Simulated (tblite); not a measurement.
Compound: C₈H₁₁FSi.
Atom-mapped SMILES: `[CH3:1][C:2]#[C:3][C@@H:4]1[SiH2:5][C@@H:6]2[CH2:7][C@H:8]1[C@@H:9]2[F:10]` (hydrogens: H11, H12, H13 on C1; H14 on C4; H15, H16 on Si5; H17 on C6; H18, H19 on C7; H20 on C8; H21 on C9)

Computed with GFN2-xTB (tblite), gas phase: L-BFGS steps from a force-field or distance-geometry start until the largest atomic force falls under 0.01 eV/Å.

Step 3: E = -792.3198 eV
```
atom  x, y, z in Å  |  force x, y, z in eV/Å
C1      3.8511    0.5655    0.4117    0.097   0.297  -0.010
C2      2.5093    0.0797    0.1673   -0.063  -0.168   0.019
C3      1.4093   -0.3724   -0.0013   -0.129  -0.261   0.112
C4      0.0740   -0.8895   -0.2231   -0.095   0.492  -0.080
Si5    -0.8302   -0.0050   -1.6888    0.061  -0.271   0.141
C6     -2.2005    0.4498   -0.4600   -0.142   0.090  -0.132
C7     -1.3236    0.9641    0.6853   -0.004  -0.395  -0.124
C8     -0.9286   -0.5136    0.8868    0.382   0.262  -0.079
C9     -2.2942   -0.8521    0.3291   -0.107   0.151  -0.410
F10    -2.3004   -1.9958   -0.4444   -0.560  -0.156   0.176
H11     4.5318   -0.2407    0.6581    0.008  -0.338   0.033
H12     3.8476    1.2494    1.2662   -0.031   0.067  -0.198
H13     4.2583    1.0667   -0.4739   -0.193   0.056   0.165
H14     0.0702   -1.9731   -0.3794    0.281   0.108   0.201
H15    -0.0969    1.1730   -2.0963    0.110   0.267  -0.205
H16    -1.2688   -0.9205   -2.7049   -0.098  -0.225  -0.391
H17    -3.0917    1.0056   -0.7584    0.074  -0.207   0.152
H18    -1.8993    1.3333    1.5218    0.006   0.302   0.186
H19    -0.5427    1.6340    0.3581    0.247   0.295   0.435
H20    -0.6808   -0.8664    1.8825    0.184  -0.037   0.114
H21    -3.1028   -0.8748    1.0631   -0.027  -0.329  -0.104
```

Step 4: E = -792.3739 eV
```
atom  x, y, z in Å  |  force x, y, z in eV/Å
C1      3.8505    0.5673    0.4119    0.124  -0.001   0.050
C2      2.5123    0.0765    0.1684   -0.607  -0.340  -0.059
C3      1.4090   -0.3803    0.0019    0.531   0.116   0.197
C4      0.0747   -0.8785   -0.2209   -0.139   0.093  -0.175
Si5    -0.8267   -0.0096   -1.6945   -0.006  -0.144   0.041
C6     -2.2020    0.4526   -0.4654    0.038  -0.048  -0.060
C7     -1.3243    0.9610    0.6829    0.054   0.038   0.042
C8     -0.9237   -0.5075    0.8881    0.149   0.013  -0.080
C9     -2.2933   -0.8517    0.3224   -0.110   0.116  -0.212
F10    -2.3212   -2.0023   -0.4396   -0.384  -0.090   0.115
H11     4.5285   -0.2467    0.6576   -0.019  -0.209   0.016
H12     3.8471    1.2515    1.2578   -0.036   0.150  -0.006
H13     4.2516    1.0686   -0.4665   -0.083   0.126  -0.056
H14     0.0796   -1.9681   -0.3733    0.197   0.216   0.198
H15    -0.0948    1.1797   -2.1014    0.030   0.119  -0.166
H16    -1.2723   -0.9280   -2.7173   -0.029  -0.111  -0.241
H17    -3.0957    1.0033   -0.7554    0.040  -0.160   0.106
H18    -1.8966    1.3412    1.5261    0.054   0.174   0.010
H19    -0.5356    1.6428    0.3728    0.067   0.107   0.399
H20    -0.6739   -0.8684    1.8861    0.126   0.043  -0.035
H21    -3.1021   -0.8864    1.0576    0.003  -0.209  -0.083
```

Step 5: E = -792.4123 eV
```
atom  x, y, z in Å  |  force x, y, z in eV/Å
C1      3.8497    0.5647    0.4134    0.109  -0.103   0.057
C2      2.5140    0.0705    0.1700   -0.528  -0.258  -0.034
C3      1.4129   -0.3894    0.0081    0.468   0.238   0.151
C4      0.0750   -0.8671   -0.2203   -0.055  -0.116  -0.207
Si5    -0.8226   -0.0158   -1.7044   -0.059  -0.005  -0.042
C6     -2.2009    0.4542   -0.4728    0.137  -0.068   0.052
C7     -1.3245    0.9632    0.6825    0.102   0.190   0.107
C8     -0.9191   -0.5019    0.8887   -0.059  -0.145  -0.073
C9     -2.2928   -0.8506    0.3140   -0.105   0.026   0.002
F10    -2.3532   -2.0118   -0.4325   -0.136   0.010   0.026
H11     4.5229   -0.2555    0.6568    0.006  -0.110   0.018
H12     3.8461    1.2572    1.2482   -0.040   0.141   0.140
H13     4.2425    1.0738   -0.4594   -0.003   0.111  -0.202
H14     0.0942   -1.9571   -0.3625    0.083   0.146   0.148
H15    -0.0927    1.1883   -2.1098   -0.061  -0.058  -0.121
H16    -1.2767   -0.9381   -2.7355    0.053   0.025  -0.061
H17    -3.1018    0.9993   -0.7506    0.078  -0.142   0.057
H18    -1.8912    1.3524    1.5298    0.018   0.062  -0.088
H19    -0.5268    1.6543    0.3977   -0.057  -0.043   0.283
H20    -0.6634   -0.8698    1.8891    0.046   0.118  -0.201
H21    -3.1005   -0.9037    1.0489    0.001  -0.020  -0.011
```

Step 6: E = -792.4238 eV
```
atom  x, y, z in Å  |  force x, y, z in eV/Å
C1      3.8505    0.5627    0.4146    0.052  -0.057   0.029
C2      2.5131    0.0669    0.1712   -0.138  -0.082   0.030
C3      1.4148   -0.3917    0.0116    0.124   0.152   0.071
C4      0.0751   -0.8637   -0.2231   -0.007  -0.094  -0.135
Si5    -0.8219   -0.0181   -1.7088   -0.060   0.040  -0.071
C6     -2.1985    0.4543   -0.4745    0.133  -0.039   0.080
C7     -1.3232    0.9658    0.6837    0.061   0.089   0.097
C8     -0.9184   -0.5017    0.8875   -0.104  -0.108  -0.095
C9     -2.2941   -0.8500    0.3110   -0.051  -0.016   0.069
F10    -2.3671   -2.0150   -0.4295   -0.047   0.042  -0.017
H11     4.5211   -0.2608    0.6568    0.011  -0.051   0.014
H12     3.8450    1.2614    1.2467   -0.032   0.068   0.116
H13     4.2389    1.0771   -0.4597   -0.010   0.043  -0.154
H14     0.1009   -1.9513   -0.3563    0.044   0.036   0.099
H15    -0.0929    1.1904   -2.1149   -0.088  -0.112  -0.106
H16    -1.2774   -0.9415   -2.7433    0.074   0.064  -0.006
H17    -3.1027    0.9953   -0.7479    0.080  -0.114   0.030
H18    -1.8892    1.3577    1.5301   -0.016   0.024  -0.084
H19    -0.5241    1.6582    0.4113   -0.032  -0.047   0.201
H20    -0.6587   -0.8686    1.8872    0.029   0.104  -0.204
H21    -3.1000   -0.9103    1.0457   -0.024   0.058   0.037
```

Task: Estimate the geometry and energy of step 7. (The exact step hangs on the optimiser's Hessian estimate; all steps are aligned on step 6, rigid shifts and turns removed.)

Result: E = -792.4318 eV, largest force 0.212 eV/Å
```
atom  x, y, z in Å  |  force x, y, z in eV/Å
C1      3.8519    0.5612    0.4157    0.000   0.013   0.002
C2      2.5124    0.0639    0.1731    0.187   0.062   0.078
C3      1.4153   -0.3914    0.0150   -0.170   0.061  -0.005
C4      0.0750   -0.8624   -0.2275    0.027  -0.018  -0.036
Si5    -0.8227   -0.0191   -1.7126   -0.043   0.045  -0.066
C6     -2.1947    0.4538   -0.4739    0.072  -0.003   0.061
C7     -1.3213    0.9676    0.6862    0.011  -0.037   0.049
C8     -0.9195   -0.5030    0.8842   -0.065  -0.035  -0.075
C9     -2.2960   -0.8497    0.3101   -0.004  -0.040   0.078
F10    -2.3772   -2.0163   -0.4279    0.000   0.052  -0.044
H11     4.5204   -0.2657    0.6573    0.004   0.015   0.005
H12     3.8436    1.2651    1.2478   -0.014  -0.023   0.042
H13     4.2361    1.0798   -0.4627   -0.034  -0.037  -0.050
H14     0.1063   -1.9473   -0.3502    0.023  -0.075   0.045
H15    -0.0948    1.1897   -2.1205   -0.089  -0.114  -0.102
H16    -1.2764   -0.9424   -2.7486    0.070   0.069   0.007
H17    -3.1011    0.9902   -0.7454    0.063  -0.068   0.006
H18    -1.8886    1.3619    1.5290   -0.054  -0.001  -0.040
H19    -0.5224    1.6602    0.4241    0.027  -0.024   0.125
H20    -0.6549   -0.8657    1.8820    0.031   0.055  -0.150
H21    -3.1005   -0.9134    1.0445   -0.044   0.103   0.070
```

The energy changes by -0.0080 eV. The first-order estimate −F·Δx gives -0.0116 eV and the mean of the old and new forces, exact on a quadratic surface, -0.0080 eV. The step makes an angle of 49° with the force vector and moves no atom by more than 0.013 Å.

What follows is the cost of the whole relaxation. The run took 1.0 s wall on an Arm Neoverse N1 with one thread, on a shared host.
